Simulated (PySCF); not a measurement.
Level of theory: PySCF 2.14.0 with B3LYP-D3(BJ)/def2-TZVP // PBE0-D3(BJ)/def2-TZVP. Isolated molecules, 0 K electronic values unless said otherwise. B3LYP has the VWN-RPA correlation part, as in Gaussian. 

Reference species (SMILES): `B` (neutral, multiplicity 1).

```yaml
HOMO: -9.73 eV
HOMO–LUMO gap: 7.51 eV
```

Changed species: `BF` (whole molecule; the reference has whole molecule).

**Question.** What does the change do to the HOMO and HOMO–LUMO gap?

**Answer.** the HOMO goes up by 0.59 eV, to -9.14 eV; the HOMO–LUMO gap increases by 0.19 eV, to 7.70 eV.
